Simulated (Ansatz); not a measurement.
SrO₂. The state is a singlet with charge 0. Geometry PBE-D4/def2-TZVP.

```tsv
atom	x (Å)	y (Å)	z (Å)
Sr1	0.000	0.000	0.000
O2	-1.354	-0.640	1.241
O3	1.354	0.640	-1.241
```

In the def2 sets Sr takes a core potential; there is no spin–orbit coupling. The restricted singlet is unstable towards broken spin symmetry in Hartree–Fock (as tested in another run); at LDA (SPW92)/def2-TZVP, PBE-D4/def2-TZVP, r2SCAN-D4/def2-TZVP, r2SCANh-D4/def2-TZVP and others this wasn't settled. Another isomer (singlet) lies 1.71 eV lower at PBE0-D4/def2-TZVP; other spin states weren't run for this one.

**Question.** Estimate the orbital energies around the gap (eV) in Ansatz with LDA (SPW92)/def2-TZVP, PBE-D4/def2-TZVP, r2SCAN-D4/def2-TZVP, r2SCANh-D4/def2-TZVP, PBE0-D4/def2-TZVP.

**Answer.** 
```tsv
orbital	LDA (SPW92)/def2-TZVP	PBE-D4/def2-TZVP	r2SCAN-D4/def2-TZVP	r2SCANh-D4/def2-TZVP	PBE0-D4/def2-TZVP
HOMO−5	-17.88	-17.94	-18.79	-19.56	-20.18
HOMO−4	-8.00	-7.67	-7.70	-7.92	-8.53
HOMO−3	-7.07	-6.81	-7.11	-7.77	-8.53
HOMO−2	-7.07	-6.81	-7.11	-7.77	-8.21
HOMO−1	-6.33	-6.10	-6.41	-7.05	-7.79
HOMO	-6.33	-6.10	-6.41	-7.05	-7.79
LUMO	-5.37	-5.07	-4.94	-4.60	-4.16
LUMO+1	-2.14	-2.03	-1.36	-1.19	-1.36
LUMO+2	-0.41	-0.26	0.31	0.55	0.33
LUMO+3	-0.41	-0.26	0.31	0.55	0.33
LUMO+4	-0.01	-0.08	0.47	0.55	0.52
LUMO+5	-0.01	-0.08	0.47	0.55	0.52
```
